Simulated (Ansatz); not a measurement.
Consider the redistribution: `OPN[SiH3]` + `[NH2][MgH]` → `[SiH3]NP` + `[NH2][Mg][OH]`.

Gas-phase electronic energies from Ansatz, PBE0-D4/def2-TZVP geometries. CCSD(T)/CBS adds triple-zeta CCSD(T) − MP2 to the extrapolated MP2 energy (def2 sets, frozen cores). DFT in def2-TZVPP. B3LYP here is the variant with VWN-RPA as its local correlation; programs differ in this. For Mg outer-core shells are correlated without core-valence functions, which leaves a few kJ/mol of doubt a bond. Each species was taken in one conformer, which may not be the lowest.

(1) Is it downhill or uphill in electronic energy at CCSD(T)/CBS, and by how much? (Estimate.)

(2) What do these levels give: PBE-D4, B97M-V, B3LYP-D4, r2SCAN0-D4, CAM-B3LYP-D4, B2PLYP, r2SCAN, PBE0, B3LYP, r2SCANh, CCSD(T)/def2-TZVPP, MP2/CBS(def2)? (Best estimate.)

Largest T1 diagnostic among the species: 0.013.

Results:

(1) The calculation gave: Downhill: ΔE = -94.6 kJ/mol.

(2) Ansatz gave: PBE-D4 -79.7, B97M-V -66.3, B3LYP-D4 -86.7, r2SCAN0-D4 -89.3, CAM-B3LYP-D4 -86.6, B2PLYP -91.7, r2SCAN -89.1, PBE0 -84.2, B3LYP -89.2, r2SCANh -89.5, CCSD(T)/def2-TZVPP -89.3, MP2/CBS(def2) -102.4 kJ/mol.

At CCSD(T), def2-SVP lies −17.5 kJ/mol from the extrapolated value and def2-TZVPP +5.3 kJ/mol. Leaving LDA and LC-ωPBE aside and taking each functional with its dispersion term where it has one, the values spread over 25.3 kJ/mol, from B2PLYP to B97M-V. LDA lies +8.7 kJ/mol from PBE without D4.
